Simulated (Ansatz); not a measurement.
diiodomethane (CH₂I₂), singlet, geometry from GFN2-xTB (all electrons, no relativity). Base run: PBE/STO-3G (Ansatz, a first-principles code).

Input for Ansatz:
Ansatz 0.2 input:
```yaml
crystal:
  periodic: [false, false, false]
  atoms:
    - {symbol: I, position_ang: [-1.80131757, 0.10352545, 0.01056948]}
    - {symbol: C, position_ang: [-0.00641288, -1.07119395, 0.02814670]}
    - {symbol: I, position_ang: [1.80242387, 0.08126803, -0.01542511]}
    - {symbol: H, position_ang: [-0.00348778, -1.66000468, 0.93782473]}
    - {symbol: H, position_ang: [-0.01666866, -1.70688575, -0.84935629]}
basis:
  gaussian:
    orbitals: STO-3G
hamiltonian:
  xc: pbe
```

The base run was repeated with changes; each row names its change, and settings that it needs were set with it.

| change | ΔE vs base (mEh) |
|---|---|
| base | 0.000 |
| final_grid = 6, 12, 29 | ___ |
| lower_state_search = light | 0.000 |
| accuracy = high | 0.000 |
| point_charge = charge:1.0 position_ang:2.648, 2.8209, -2.1734 | -7.784 |
| point_charge = charge:-1.0 position_ang:0.2132, 2.7372, 3.5467 | 3.161 |
| final_grid = 10, 20, 41 | 0.000 |
| lower_state_search = off | 0.000 |
| forces = on | 0.000 |

**Question.** Complete the blanks.

**Answer.** 
- final_grid = 6, 12, 29, ΔE vs base (mEh): 0.184
